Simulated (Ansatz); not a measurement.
Single points on Li14⁺.

```yaml
crystal:
  periodic: [false, false, false]
  atoms:
    - {symbol: Li, position_ang: [-3.155073, 0.051972, 0.875091]}
    - {symbol: Li, position_ang: [3.606990, -0.896352, -0.753866]}
    - {symbol: Li, position_ang: [-1.826574, 2.753779, 1.810108]}
    - {symbol: Li, position_ang: [2.271583, -2.702864, 1.488113]}
    - {symbol: Li, position_ang: [0.911797, -1.038800, -0.070911]}
    - {symbol: Li, position_ang: [1.473185, -3.086358, -1.640911]}
    - {symbol: Li, position_ang: [-2.841918, 2.312239, -1.245111]}
    - {symbol: Li, position_ang: [1.842811, 1.461120, 0.941092]}
    - {symbol: Li, position_ang: [-0.048529, 3.726993, -0.632304]}
    - {symbol: Li, position_ang: [1.126853, 0.878976, -2.109912]}
    - {symbol: Li, position_ang: [-0.799320, 1.128462, -0.001115]}
    - {symbol: Li, position_ang: [-0.370719, -0.425703, 2.396058]}
    - {symbol: Li, position_ang: [-1.489375, -1.040629, -1.687563]}
    - {symbol: Li, position_ang: [-0.701712, -3.122844, 0.631252]}
basis:
  gaussian: {orbitals: def2-TZVP, initial_orbitals: start.molden}
total_charge: 1
magnetization: {spin_polarized: true, initial_magnetization: 1}
hamiltonian: {xc: hse06}
scf: {omitted_lower_state_checks: [starts]}
output: {orbitals: {seedname: orbitals}}
```

The file start.molden holds the orbitals of an earlier run on this structure, at another level or in another basis.

```sh
$ ansatz run in.yaml --threads 4 --pin off --events-out ev --progress --plain --max-ram 4787MiB
```

Shortened log:

```
Functional definition: HSE06
1806 factors; their error is unknown
278 factors; integrals over basis functions are off by at most 2.4e-5 eV
mean field evaluation 1: about -2854.5367 eV, gradient 3.2e-1 eV
mean field evaluation 2: about -2854.5338 eV, gradient 3.2e-1 eV
mean field evaluation 4: about -2854.5360 eV, gradient 7.7e-3 eV
mean field evaluation 8: about -2854.5360 eV, gradient 1.3e-5 eV
mean field -2854.53602413 eV, -104.9022640126 hartree, gradient 5.5e-6 eV, S^2 0.779790; 0 other end points of the search recorded, 0 dependent functions left out
reference -2854.53609431 eV, -104.9022665920 hartree; 21, 20 occupied and 175, 176 virtual orbitals, 1806 factors
Total energy: -2854.53609431 eV, -104.9022665920 hartree
Checks for a lower state left out: starts
```

Run time 6 s (4 threads of Intel Xeon 6975P-C on a shared host), peak host memory 0.82 GiB.

As the first input, with `hamiltonian: {xc: {name: wB97X-V}}` (abridged; 32 s):

```
Functional definition: wB97X-V
mean field -2859.14392675 eV, -105.0716013108 hartree, gradient 7.3e-6 eV, S^2 0.789819
Total energy: -2859.14392409 eV, -105.0716012129 hartree
Checks for a lower state left out: starts
```

The first input with `gaussian: {orbitals: def2-SVP, initial_orbitals: start.molden}`, `correlation: {method: ccsd_t}`, `scf: {omitted_lower_state_checks: [starts, cluster_reference]}` and without the key `hamiltonian` (abridged; 56 s):

```
Functional definition: HF
mean field evaluation 16: about -2831.5150 eV, gradient 7.1e-3 eV
mean field -2831.51506728 eV, -104.0562594527 hartree, gradient 8.0e-6 eV, S^2 2.675731
second order -5.07243680 eV of doubles, -0.00000000 eV of singles
cycle   1  -5.84936627 eV  change   -7.8e-1 eV  update   2.0e-1
cycle   2  -6.51301421 eV  change   -6.6e-1 eV  update   1.2e-1
cycle   3  -6.73935122 eV  change   -2.3e-1 eV  update   7.9e-2
cycle   4  -6.87674515 eV  change   -1.4e-1 eV  update   5.1e-2
cycle   5  -6.97395581 eV  change   -9.7e-2 eV  update   2.9e-2
cycle   6  -7.00479150 eV  change   -3.1e-2 eV  update   1.5e-2
cycle   7  -7.00124712 eV  change    3.5e-3 eV  update   8.0e-3
cycle   8  -7.01179023 eV  change   -1.1e-2 eV  update   4.8e-3
cycle   9  -7.01541888 eV  change   -3.6e-3 eV  update   3.2e-3
cycle  10  -7.01268716 eV  change    2.7e-3 eV  update   2.0e-3
cycle  11  -7.01352626 eV  change   -8.4e-4 eV  update   1.4e-3
cycle  12  -7.01373431 eV  change   -2.1e-4 eV  update   1.1e-3
cycle  13  -7.01395136 eV  change   -2.2e-4 eV  update   8.3e-4
cycle  14  -7.01394864 eV  change    2.7e-6 eV  update   6.0e-4
cycle  15  -7.01369787 eV  change    2.5e-4 eV  update   4.0e-4
cycle  16  -7.01387523 eV  change   -1.8e-4 eV  update   2.5e-4
cycle  17  -7.01404438 eV  change   -1.7e-4 eV  update   1.5e-4
cycle  18  -7.01409302 eV  change   -4.9e-5 eV  update   9.2e-5
cycle  19  -7.01407319 eV  change    2.0e-5 eV  update   5.5e-5
cycle  20  -7.01400963 eV  change    6.4e-5 eV  update   3.6e-5
cycle  21  -7.01398328 eV  change    2.6e-5 eV  update   2.3e-5
perturbative correction -0.69334051 eV, -0.0254797939 hartree
Total energy: -2839.22239108 eV, -104.3394983780 hartree
Checks for a lower state left out: starts, cluster_reference
```

Geometry: PBE/def2-SVP.

HSE06 is defined as in plane-wave codes, on full-range PBE exchange. Correlated methods freeze no core orbitals; core or outer-core shells of Li are correlated, in sets that lack core-valence functions. At CCSD(T)/def2-SVP T1 of the charge 1 doublet is large (up to 0.082), so the single-reference result is doubtful. At CCSD(T)/def2-SVP the charge 1 doublet is spin-contaminated (final ⟨S²⟩ up to 2.68, 0.75 for a pure state). Another isomer (doublet) lies 0.06 eV lower at PBE0/def2-TZVP; other spin states weren't run for this one.
